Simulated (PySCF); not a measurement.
Several orderings of computed values.

Each SMILES stands for a single optimised conformer of the isolated species, non-relativistic unless stated; the electronic structure was computed with PySCF and density fitting.

Dipoles, sizes and rotational constants follow the conformer. The torsions of the flexible species, by atom-mapped SMILES:
- `[CH3:1][C:2]([CH3:3])([CH3:4])[C:5](=[O:6])[Cl:7]`: C1–C2–C5–O6 0°
- `[CH3:1][S:2][C@@H:3]([CH3:4])[S@@:5]([CH3:6])=[O:7]`: C1–S2–C3–C4 -57°, S2–C3–S5–C6 72°
- `[N:1]#[C:2][c:3]1[cH:4][s:5][c:6]([C:7](=[O:8])[F:9])[cH:10]1`: S5–C6–C7–O8 0°
- `[CH2:1]=[CH:2][CH2:3][C@@H:4]1[CH2:5][CH2:6][NH:7]1`: C1–C2–C3–C4 102°, C2–C3–C4–C5 55°
- `[CH3:1][NH:2][C:3](=[S:4])[C:5]#[C:6][C:7]1=[CH:8][CH2:9]1`: C1–N2–C3–S4 178°
- `[CH2:1]=[N:2][c:3]1[cH:4][cH:5][cH:6][cH:7][c:8]1[SH:9]`: C1–N2–C3–C4 -33°, H–S9–C8–C7 -173°
- `[CH3:1][CH2:2][CH2:3][CH2:4][C:5]1=[N:6][CH2:7]1`: C1–C2–C3–C4 179°, C2–C3–C4–C5 -66°, C3–C4–C5–N6 142°
- `[CH3:1][c:2]1[cH:3][o:4][c:5]([C:6](=[O:7])[Cl:8])[cH:9]1`: O4–C5–C6–O7 179°
- `[SiH3:1][O:2][SiH2:3][O:4][SiH2:5][SH:6]`: Si1–O2–Si3–O4 11°, O2–Si3–O4–Si5 -7°, Si3–O4–Si5–S6 -82°, H–S6–Si5–O4 -39°
- `[H]/[N:4]=[C:3](/[CH:2]=[CH2:1])[CH2:5][CH2:6][CH3:7]`: C1–C2–C3–N4 171°, C2–C3–C5–C6 -72°, C3–C5–C6–C7 -65°
- `[CH2:1]1[CH2:2][CH:3]([N:4]2[CH2:5][CH2:6]2)[CH2:7]1`: C2–C3–N4–C5 94°

Task: Rank by HOMO energy, lowest first (CAM-B3LYP/def2-SVPD at GFN2-xTB geometries).
A. `CC(C)(C)C(=O)Cl`
B. `CS[C@@H](C)[S@@](C)=O`
C. `C=CC[C@@H]1CCN1`
D. `c1(C(=O)F)scc(C#N)c1`
E. `N#CCCl`

Result: E (-10.79 eV), A (-9.78 eV), D (-9.55 eV), B (-7.85 eV), C (-7.74 eV).

Task: Rank by smallest rotational constant, highest first (GFN2-xTB).
A. `CCCCC1=NC1`
B. `C=NC1=CC=CC=C1S`
C. `Cc1coc(C(=O)Cl)c1`
D. `CNC(=S)C#CC1=CC1`
E. `C=CC[C@@H]1CCN1`
F. `ClC(=O)C(C)(C)C`

Result: E (1.843 GHz), F (1.464 GHz), A (1.242 GHz), B (0.823 GHz), C (0.670 GHz), D (0.526 GHz).

Task: Give the two extremes of that set in cm⁻¹.

Result: `CNC(=S)C#CC1=CC1`: 0.0175 cm⁻¹; `C=CC[C@@H]1CCN1`: 0.0615 cm⁻¹.

Task: Rank by lowest triplet excitation (Tamm–Dancoff), highest first (TDA CAM-B3LYP/def2-SVPD at GFN2-xTB geometries).
A. `c1(C#N)cc(sc1)C(F)=O`
B. `[SiH3]O[SiH2]O[SiH2]S`
C. `C1N[C@@H](C1)CC=C`
D. `CNC(=S)C#CC1=CC1`

Result: B (5.72 eV), C (4.46 eV), A (3.30 eV), D (2.41 eV).

Task: By how much do the two ends of that ranking differ?

Result: By 3.31 eV, between `[SiH3]O[SiH2]O[SiH2]S` and `CNC(=S)C#CC1=CC1`.

Task: Rank by HOMO–LUMO gap, highest first (CAM-B3LYP/def2-SVPD at GFN2-xTB geometries).
A. `Cc1cnnc(Cl)c1`
B. `CNC(=S)C#CC1=CC1`
C. `[H]/N=C(/C=C)CCC`
D. `C=Nc1ccccc1S`
E. `CCCCC1=NC1`
F. `C=CC[C@H]1NCC1`
G. `C1CC(N2CC2)C1`

Result: E (9.89 eV), G (9.63 eV), F (8.86 eV), C (8.75 eV), A (7.85 eV), D (6.79 eV), B (6.26 eV).

Task: Rank by lowest singlet excitation, lowest first (TDDFT CAM-B3LYP/def2-SVPD at GFN2-xTB geometries).
A. `[SiH3]O[SiH2]O[SiH2]S`
B. `CC(C)(C)C(=O)Cl`
C. `C=CC[C@@H]1CCN1`
D. `C=NC1=CC=CC=C1S`
E. `Cc1cnnc(Cl)c1`
F. `C1CC(N2CC2)C1`
G. `N#Cc1csc(C(=O)F)c1`

Result: E (3.78 eV), D (3.93 eV), G (4.91 eV), B (5.11 eV), C (6.00 eV), A (6.16 eV), F (6.82 eV).

Task: Rank by electronic spatial extent ⟨r²⟩ about the centre of nuclear charge, lowest first (CAM-B3LYP/def2-SVPD at GFN2-xTB geometries).
A. `N#CCCl`
B. `C=Nc1ccccc1S`
C. `O([SiH2]O[SiH2]S)[SiH3]`
D. `C=CC[C@@H]1CCN1`
E. `Cc1cnnc(Cl)c1`
F. `CNC(=S)C#CC1=CC1`
G. `[H]/N=C(/C=C)CCC`

Result: A (391 bohr²), D (783 bohr²), G (873 bohr²), E (1178 bohr²), B (1355 bohr²), C (1662 bohr²), F (2060 bohr²).
